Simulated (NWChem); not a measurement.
# Lowest excitation of AuCl

```xyz
2

Au     0.0000     0.0000    -0.3990
Cl     0.0000     0.0000     1.8540
```
Charge 0, spin multiplicity 1.

The numbers come from NWChem runs, not from measurements. Structure: optimised with PBE0/def2-SVP with def2 effective core potentials on Au, a minimum by its harmonic frequencies.

Basis set: def2-SVPD. CR-EOMCCSD(T) is the triples correction to the same EOM-CCSD root.

```
method         lowest vertical singlet excitation energy (eV)  difference from EOM-CCSD
-------------  ----------------------------------------------  ------------------------
CR-EOMCCSD(T)                                            2.96                     -0.01
EOM-CCSD                                                 2.97                      0.00
TD-PBE                                                   2.24                     -0.73
TDA-CAM-B3LYP                                            2.81                     -0.16
TD-B3LYP                                                 2.48                     -0.49
CIS                                                      3.66                     +0.69
```

The values span 1.41 eV, from TD-PBE (lowest) to CIS (highest). 

Effective core potentials replace the inner electrons of Au; spin-orbit coupling is left out. The correlated methods keep 9 core orbitals frozen. B3LYP has NWChem's definition, with VWN1-RPA local correlation. The structure started from a generated list of species. Differences from the coupled-cluster row are differences between methods, not errors against experiment.
